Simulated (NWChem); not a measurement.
System: SiH2S2, singlet; SMILES S[Si]S

Here is an NWChem input.

```
start job
memory heap 200 mb stack 900 mb global 1100 mb
geometry units angstroms noautoz
  Si    -1.018948     0.012283     0.001090
  S      0.363004     1.667291    -0.000989
  H      1.554123     1.021062    -0.000940
  S      0.431897    -1.581797     0.001963
  H     -0.477070    -2.583415     0.003403
end
basis spherical
  * library def2-svp
end
dft
  xc b3lyp
  iterations 150
  mulliken
end
task dft energy
```

NWChem printed, in part:

```
             Northwest Computational Chemistry Package (NWChem) 7.3.0
             --------------------------------------------------------

 CS  symmetry detected

                             Geometry "geometry" -> ""
                             -------------------------

 Output coordinates in angstroms (scale by  1.889725989 to convert to a.u.)

  No.       Tag          Charge          X              Y              Z
 ---- ---------------- ---------- -------------- -------------- --------------
    1 Si                  14.0000    -1.00916347     0.01251568     0.00000000
    2 S                   16.0000     0.37240250     1.66784725     0.00000000
    3 H                    1.0000     1.56367235     1.02189638     0.00000000
    4 S                   16.0000     0.44205351    -1.58122593     0.00000000
    5 H                    1.0000    -0.46667993    -2.58305686     0.00000000

 Effective nuclear repulsion energy (a.u.)     174.7059753783

      Symmetry information
      --------------------

 Group name             Cs
 Group number              2
 Group order               2
 No. of unique centers     5

                                 NWChem DFT Module
                                 -----------------

 Summary of "ao basis" -> "ao basis" (spherical)
 ------------------------------------------------------------------------------
       Tag                 Description            Shells   Functions and Types
 ---------------- ------------------------------  ------  ---------------------
 Si                         def2-svp                 8       18   4s3p1d
 S                          def2-svp                 8       18   4s3p1d
 H                          def2-svp                 3        5   2s1p

      Symmetry analysis of basis
      --------------------------

        a'         47
        a"         17

            General Information
            -------------------
          SCF calculation type: DFT
          Wavefunction type:  closed shell.
          No. of atoms     :     5
          No. of electrons :    48
           Alpha electrons :    24
            Beta electrons :    24
          Charge           :     0
          Spin multiplicity:     1
          Use of symmetry is: on ; symmetry adaption is: on
          Maximum number of iterations: 150
          AO basis - number of functions:    64
                     number of shells:    30
          Convergence on energy requested:  1.00D-06
          Convergence on density requested:  1.00D-05
          Convergence on gradient requested:  5.00D-04

              XC Information
              --------------
                         B3LYP Method XC Potential
                     Hartree-Fock (Exact) Exchange  0.200
                        Slater Exchange Functional  0.800 local
                    Becke 1988 Exchange Functional  0.720 non-local
              Lee-Yang-Parr Correlation Functional  0.810
                  VWN I RPA Correlation Functional  0.190 local

             Grid Information
             ----------------
          Grid used for XC integration:  medium
          Radial quadrature: Mura-Knowles
          Angular quadrature: Lebedev.
          Tag              B.-S. Rad. Rad. Pts. Rad. Cut. Ang. Pts.
          ---              ---------- --------- --------- ---------
          Si                  1.10       88           9.0       590
          S                   1.00       88          11.0       590
          H                   0.35       45          11.0       434
          Grid pruning is: on
          Number of quadrature shells:   354
          Spatial weights used:  Erf1

      Superposition of Atomic Density Guess
      -------------------------------------

 Sum of atomic energies:       -1084.43173925

      Non-variational initial energy
      ------------------------------

 Total energy =   -1085.035976
 1-e energy   =   -1848.639125
 2-e energy   =     588.897174
 HOMO         =      -0.237081
 LUMO         =      -0.027966

      Symmetry analysis of molecular orbitals - initial
      -------------------------------------------------

  Numbering of irreducible representations:

     1 a'          2 a"

  Orbital symmetries:

     1 a'          2 a'          3 a'          4 a'          5 a'
     6 a'          7 a'          8 a'          9 a'         10 a"
    11 a"         12 a'         13 a'         14 a'         15 a"
    16 a'         17 a'         18 a'         19 a'         20 a'
    21 a'         22 a"         23 a"         24 a'         25 a"
    26 a'         27 a'         28 a'         29 a'         30 a'
    31 a'         32 a'         33 a'         34 a"

     ---------------------------------------------
      Total Density - Mulliken Population Analysis
     ---------------------------------------------

    Atom       Charge   Shell Charges
 -----------   ------   -------------------------------------------------------
    1 Si  14    13.40   2.00  1.99  1.25  0.58  5.93  0.71  0.82  0.11
    2 S   16    16.51   2.00  1.99  1.21  0.64  5.94  1.82  2.89  0.03
    3 H    1     0.79   0.57  0.19  0.03
    4 S   16    16.50   2.00  1.99  1.21  0.64  5.94  1.82  2.87  0.03
    5 H    1     0.80   0.58  0.19  0.03

   convergence    iter        energy       DeltaE   RMS-Dens  Diis-err
 ---------------- ----- ----------------- --------- --------- ---------
 d= 0,ls=0.0,diis     1  -1086.7728448015 -1.26D+03  1.49D-02  3.37D-01
 d= 0,ls=0.0,diis     2  -1086.7761657956 -3.32D-03  1.04D-02  2.25D-01
 d= 0,ls=0.0,diis     3  -1086.8107866684 -3.46D-02  3.45D-03  4.12D-02
 d= 0,ls=0.0,diis     4  -1086.8184088568 -7.62D-03  4.57D-04  8.81D-04
 d= 0,ls=0.0,diis     5  -1086.8185564142 -1.48D-04  1.30D-04  2.67D-05
  Resetting Diis
 d= 0,ls=0.0,diis     6  -1086.8185599058 -3.49D-06  5.77D-05  9.14D-06
 d= 0,ls=0.0,diis     7  -1086.8185614863 -1.58D-06  2.45D-05  3.89D-07
 d= 0,ls=0.0,diis     8  -1086.8185614333  5.30D-08  1.46D-05  6.84D-07
 d= 0,ls=0.0,diis     9  -1086.8185615601 -1.27D-07  1.47D-06  6.76D-09

         Total DFT energy =    -1086.818561560136
      One electron energy =    -1850.208528993594
           Coulomb energy =      661.735821377131
    Exchange-Corr. energy =      -73.051829321925
 Nuclear repulsion energy =      174.705975378251

 Numeric. integr. density =       48.000008360169

                  Occupations of the irreducible representations
                  ----------------------------------------------

                     irrep           alpha         beta
                     --------     --------     --------
                     a'               19.0         19.0
                     a"                5.0          5.0

                       DFT Final Molecular Orbital Analysis
                       ------------------------------------

 Vector   22  Occ=2.000000D+00  E=-3.076272D-01  Symmetry=a"
              MO Center=  1.4D-01, -1.4D-01, -1.1D-15, r^2= 3.7D+00
   Bfn.  Coefficient  Atom+Function         Bfn.  Coefficient  Atom+Function
  ----- ------------  ---------------      ----- ------------  ---------------
    54      0.408574  4 S  pz                31      0.353566  2 S  pz
    51      0.297857  4 S  pz                28      0.261373  2 S  pz
    13      0.218046  1 Si pz                10      0.173569  1 Si pz
    48      0.170878  4 S  pz                25      0.149792  2 S  pz
     7     -0.097344  1 Si pz                17     -0.050926  1 Si d  1

 Vector   23  Occ=2.000000D+00  E=-2.669621D-01  Symmetry=a"
              MO Center=  3.7D-01,  1.9D-01, -2.2D-15, r^2= 4.0D+00
   Bfn.  Coefficient  Atom+Function         Bfn.  Coefficient  Atom+Function
  ----- ------------  ---------------      ----- ------------  ---------------
    31      0.492673  2 S  pz                54     -0.451175  4 S  pz
    28      0.341475  2 S  pz                51     -0.311245  4 S  pz
    25      0.194977  2 S  pz                48     -0.177518  4 S  pz
    15      0.059813  1 Si d -1

 Vector   24  Occ=2.000000D+00  E=-2.510893D-01  Symmetry=a'
              MO Center= -8.8D-01, -1.3D-01,  1.6D-15, r^2= 3.5D+00
   Bfn.  Coefficient  Atom+Function         Bfn.  Coefficient  Atom+Function
  ----- ------------  ---------------      ----- ------------  ---------------
     3      0.409296  1 Si s                  4      0.389437  1 Si s
     8     -0.294949  1 Si px                11     -0.286924  1 Si px
    52      0.265310  4 S  px                 2      0.240190  1 Si s
    30      0.203251  2 S  py                49      0.200034  4 S  px
    53     -0.178877  4 S  py                 5      0.159132  1 Si px

 Vector   25  Occ=0.000000D+00  E=-8.105255D-02  Symmetry=a"
              MO Center= -7.5D-01,  1.9D-02,  2.9D-16, r^2= 3.4D+00
   Bfn.  Coefficient  Atom+Function         Bfn.  Coefficient  Atom+Function
  ----- ------------  ---------------      ----- ------------  ---------------
    13      0.709542  1 Si pz                10      0.400727  1 Si pz
    31     -0.332130  2 S  pz                54     -0.328705  4 S  pz
     7     -0.208484  1 Si pz                28     -0.171098  2 S  pz
    51     -0.169008  4 S  pz                25     -0.097390  2 S  pz
    48     -0.096089  4 S  pz                35      0.037409  2 S  d  1

 Vector   26  Occ=0.000000D+00  E=-1.194424D-02  Symmetry=a'
              MO Center=  6.1D-02,  2.3D-01, -3.1D-15, r^2= 4.9D+00
   Bfn.  Coefficient  Atom+Function         Bfn.  Coefficient  Atom+Function
  ----- ------------  ---------------      ----- ------------  ---------------
    38      0.802431  3 H  s                 12      0.721460  1 Si py
    22     -0.638895  2 S  s                 53      0.462670  4 S  py
    29     -0.344915  2 S  px                30      0.317572  2 S  py
    61      0.255670  5 H  s                 52     -0.241326  4 S  px
    37      0.226259  3 H  s                  3     -0.219566  1 Si s

 Vector   27  Occ=0.000000D+00  E= 1.708528D-02  Symmetry=a'
              MO Center= -5.0D-01, -1.7D+00, -2.5D-15, r^2= 4.1D+00
   Bfn.  Coefficient  Atom+Function         Bfn.  Coefficient  Atom+Function
  ----- ------------  ---------------      ----- ------------  ---------------
    61      1.108212  5 H  s                 45     -0.864676  4 S  s
    52      0.669447  4 S  px                12     -0.541996  1 Si py
    53      0.459657  4 S  py                29     -0.274155  2 S  px
     4      0.266393  1 Si s                  3     -0.253752  1 Si s
    44     -0.239354  4 S  s                 60      0.225221  5 H  s

     ---------------------------------------------
      Total Density - Mulliken Population Analysis
     ---------------------------------------------

    Atom       Charge   Shell Charges
 -----------   ------   -------------------------------------------------------
    1 Si  14    13.72   2.00  1.99  1.34  0.48  5.92  0.97  0.86  0.16
    2 S   16    16.21   2.00  1.98  1.26  0.60  5.93  1.83  2.57  0.05
    3 H    1     0.92   0.71  0.18  0.03
    4 S   16    16.22   2.00  1.98  1.26  0.61  5.93  1.83  2.57  0.05
    5 H    1     0.92   0.71  0.18  0.03

     -------------------------------------------
      Total Density - Lowdin Population Analysis
     -------------------------------------------

    Atom       Charge   Shell Charges
 -----------   ------   -------------------------------------------------------
    1 Si  14    13.99   2.00  1.96  1.04  0.67  5.80  1.08  1.21  0.24
    2 S   16    15.98   2.00  1.95  1.00  0.67  5.81  1.90  2.59  0.06
    3 H    1     1.02   0.62  0.32  0.08
    4 S   16    15.99   2.00  1.95  1.00  0.68  5.81  1.90  2.58  0.06
    5 H    1     1.02   0.62  0.31  0.08

     Multipole analysis of the density
     ---------------------------------

     L   x y z        total         alpha         beta         nuclear
     -   - - -        -----         -----         ----         -------
     0   0 0 0     -0.000000    -24.000000    -24.000000     48.000000

     1   1 0 0      0.023300      0.011650      0.011650     -0.000000
     1   0 1 0     -0.478393     -0.239196     -0.239196     -0.000000
     1   0 0 1     -0.000000     -0.000000     -0.000000      0.000000

     2   2 0 0    -29.855700    -54.684746    -54.684746     79.513792
     2   1 1 0      1.784698     -1.572634     -1.572634      4.929965
     2   1 0 1     -0.000000     -0.000000     -0.000000      0.000000
     2   0 2 0    -29.595436   -179.478217   -179.478217    329.360998
     2   0 1 1      0.000000      0.000000      0.000000      0.000000
     2   0 0 2    -30.164873    -15.082437    -15.082437      0.000000
```

Level: B3LYP/def2-SVP. Low-valent species are run as closed-shell singlets; no triplet was tried in these runs. The geometry was optimised at PBE0/def2-SVP.
